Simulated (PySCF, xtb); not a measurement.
NbBr3, SMILES [Br][Nb]([Br])[Br] (connectivity only; charge and spin as stated), neutral, multiplicity 3.

Harmonic wavenumbers (cm⁻¹) from xtb with GFN2-xTB at its own minimum, in rising order: 20, 33, 38, 195, 260, 288.

Problem. What does B3LYP-D3(BJ)/def2-SVP (PySCF) give at its own minimum? (The exact figures need the calculation; the answer reports its results.)

Solution. 30, 54, 64, 223, 277, 334. Paired by order, the mean absolute difference is 25 cm⁻¹ and the zero-point energies are 1.2 and 1.4 kcal/mol.
